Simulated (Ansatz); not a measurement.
C$_{3}$H$_{7}$BOS. Total charge 0; spin multiplicity 1. The bonds changed during the relaxation, so this is another structure than the one it started from. Geometry: relaxed with PBE0-D4/def2-TZVP. It is one conformer, not always the lowest.

```xyz
13

B    -0.250    0.125   -2.170
S    -0.444   -1.303   -0.656
C     0.039    0.104    0.078
C     0.186    1.134   -0.956
O     0.263    0.316    1.343
C     0.081   -0.778    2.243
H     0.618   -0.263   -2.905
H    -1.343    0.277   -2.649
H     1.211    1.519   -0.980
H    -0.477    1.983   -0.759
H     0.318   -0.393    3.232
H    -0.953   -1.125    2.202
H     0.751   -1.596    1.976
```

(1) What is the dipole moment at r2SCAN/def2-TZVPP? (Best estimate.)

(2) And with PBE, B3LYP, ωB97M-V? (An estimate is asked.)

(3) Give the Mulliken charges with r2SCAN, B3LYP, PBE in def2-TZVPP. (Estimate.)

## Answers

(1) Computed: 4.61 D, with components (0.54, -0.23, 4.57) D in this frame, pointing from negative to positive charge.

(2) Ansatz gave: PBE 4.59 D, B3LYP 4.56 D, ωB97M-V 4.60 D.

(3) Computed: 
| atom | r2SCAN | B3LYP | PBE |
| --- | --- | --- | --- |
| B1 | -0.09 | -0.13 | -0.17 |
| S2 | -0.14 | -0.15 | -0.13 |
| C3 | 0.29 | 0.27 | 0.23 |
| C4 | -0.18 | -0.23 | -0.19 |
| O5 | -0.21 | -0.20 | -0.13 |
| C6 | -0.02 | -0.15 | -0.16 |
| H7 | -0.02 | 0.00 | 0.00 |
| H8 | -0.02 | 0.00 | 0.00 |
| H9 | 0.07 | 0.09 | 0.09 |
| H10 | 0.07 | 0.09 | 0.09 |
| H11 | 0.09 | 0.14 | 0.13 |
| H12 | 0.09 | 0.13 | 0.13 |
| H13 | 0.09 | 0.13 | 0.12 |

B3LYP here is the variant with VWN-RPA as its local correlation; programs differ in this.
